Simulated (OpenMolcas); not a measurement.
# Co2+: effect of correlating more closed shells

- Program: OpenMolcas
- Basis: ANO-RCC-VTZP [6s5p3d2f1g]
- Scalar Hamiltonian: DKH2, point nucleus
- Active space: 7 electrons in 6 orbitals (3d 4s)
- State averaging: 2S+1 = 4 even, 50 roots; 2S+1 = 6 even, 5 roots kept (CI in the orbitals of an earlier block); 2S+1 = 2 even, 110 roots kept (CI in the orbitals of an earlier block)
- Spin-orbit coupling: state interaction with AMFI integrals over the reference wave functions, term energies averaged over their components

Methods on the same reference wave functions:
A. CASSCF
B. MS-CASPT2, IPEA 0.25 Eh, imaginary shift 0.1 Eh (closed shells correlated: none)
C. MS-CASPT2, IPEA 0.25 Eh, imaginary shift 0.1 Eh (closed shells correlated: 3s 3p)

Energies in cm-1 above 3d7 4F 9/2, the measured ground level; measured values from Sugar and Corliss, J. Phys. Chem. Ref. Data 10, 1097 (1981).

```
           Level      A      B      C  Measured
      3d7 4F 9/2    0.0    0.0    0.0       0.0
      3d7 4F 7/2    930    934    936       841
      3d7 4F 5/2   1615   1614   1615      1451
      3d7 4F 3/2   2085   2080   2080      1867
      3d7 4P 5/2  20230  15630  15210     15202
      3d7 2G 9/2  20256  17600  16640     16978
      3d7 4P 3/2  20546  15950  15400     15428
      3d7 4P 1/2  20980  16390  15910     15811
      3d7 2G 7/2  21148  18490  17530     17766
      3d7 2P 3/2  26793  21940  19460     20195
     3d7 2H 11/2  26937  23710  22700     22720
      3d7 2H 9/2  27725  24510  23500     23434
      3d7 2P 1/2  27730  22970  20220          
   3d6 4s 6D 9/2  28335  47170  46720     46438
   3d6 4s 6D 7/2  28887  47720  47270     47003
   3d7 2D 5/2(1)  29182  23750  22690     23059
   3d6 4s 6D 5/2  29300  48130  47680     47415
   3d6 4s 6D 3/2  29588  48420  47970     47699
   3d6 4s 6D 1/2  29758  48590  48140     47865
   3d7 2D 3/2(1)  30572  25240  23990     24237
3d6 4s 4D 7/2(1)  38561  54420  54450          
3d6 4s 4D 5/2(1)  39205  55060  55090          
3d6 4s 4D 3/2(1)  39638  55500  55520          
3d6 4s 4D 1/2(1)  39890  55750  55770
```

Deviations, from unrounded energies. A percentage is the sum of absolute deviations over the sum of measured energies, with the sign that they share, or ± where signs differ.

```
                        Against measurement  Levels      A      B      C
             mean absolute deviation (cm-1)      18   7800    690    220
      fine structure of the ground term (%)       3  +11.3  +11.2  +11.3
other terms of the ground configuration (%)      10  +25.4   +4.3   ±1.1
                   other configurations (%)       5  -38.3   +1.5   +0.6
```

C lies closest to measurement on these levels and A furthest from it. The largest miss of C in the table is 3d7 2P 3/2, by -730 cm-1. The ranking rests on the paired levels alone, and a cruder setting can come out closer through cancelling errors.

Between B and C the level of the table that moves most is 3d7 2P 1/2, by 2800 cm-1 (lowest in C, highest in B). Moves below CASPT2's spread within the term are not significant.

The mean deviations of B to C differ by less than CASPT2's widest spread within a term (1900 cm-1), so their order carries little weight.

From A to B the spin-free energies of the other terms of 3d7 shown, above 4F, scale by factors of 0.77 to 0.88, as is usual when dynamic correlation screens the repulsion within a d or f shell.

The lowest spin-free term lies below A's lowest term by 0.234 hartree in B, 0.531 hartree in C.

What an inner shell adds also hangs on whether the basis holds functions to correlate it.

CASPT2 breaks the degeneracy within a term, and the mean is taken; among the terms shown or strongly mixed into the levels shown the widest spread is 1900 cm-1 (3d7 4F, C). Terms from blocks run as CI alone lack orbitals of their own. A single d shell beside an s shell can misplace configurations of different d count against each other. Without dynamic correlation excited terms often stand tens of per cent too high (terms of higher spin than the ground term too low), and those without a measured partner can miss by more than the paired ones (holds for A). Some levels mix across a computed gap that differs much from the measured one, so their mixing is not that of the real levels (holds for A). Blocks of more than 70 roots (2S+1 = 2 even) ran without multistate coupling (holds for B; C). The CASPT2 spread within a term exceeds the gap to the next term for 3d7 2H and 3d7 2D(1), so the order of their levels is uncertain (holds for B; C). Computed and measured levels are paired by configuration, term and J; levels that our copy of the source lacks, or whose pairing is in doubt (as where it misses far off the trend of its configuration), stay unpaired and out of the deviations. Levels of configurations outside the active space are missing. Levels that lie high or do not pair safely by name in every column are left out.

A number in round brackets counts repeated terms of one configuration in the order of the reference energies.
